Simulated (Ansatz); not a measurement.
`B[Se]CC` + `OC(S)S` → `CSC(O)S` + `B[Se]C`  (substitution at a C–C bond)

Calculated with Ansatz (gas phase, PBE0-D4/def2-TZVP geometries, no zero-point term in ΔE). CCSD(T)/CBS adds triple-zeta CCSD(T) − MP2 to the extrapolated MP2 energy (def2 sets, frozen cores). Functionals use def2-TZVPP. B3LYP here is the variant with VWN-RPA as its local correlation; programs differ in this. For Se outer-core shells are correlated without core-valence functions, which leaves a few kJ/mol of doubt a bond. Scalar relativity is left out up to krypton. Each species was taken in one conformer, which may not be the lowest.

```
         level  ΔE (kJ/mol)
       PBE0-D4          5.9
      B3LYP-D4          5.4
 HF/def2-QZVPP          7.7
MP2/def2-QZVPP          6.9
```

(1) What does CCSD(T)/CBS give? (Best estimate.)

Largest T1 diagnostic among the species: 0.013.

Results:

(1) The calculation gave: +7.8 kJ/mol. The listed levels differ from it by -1.9, -2.4, -0.1, -0.9 kJ/mol.
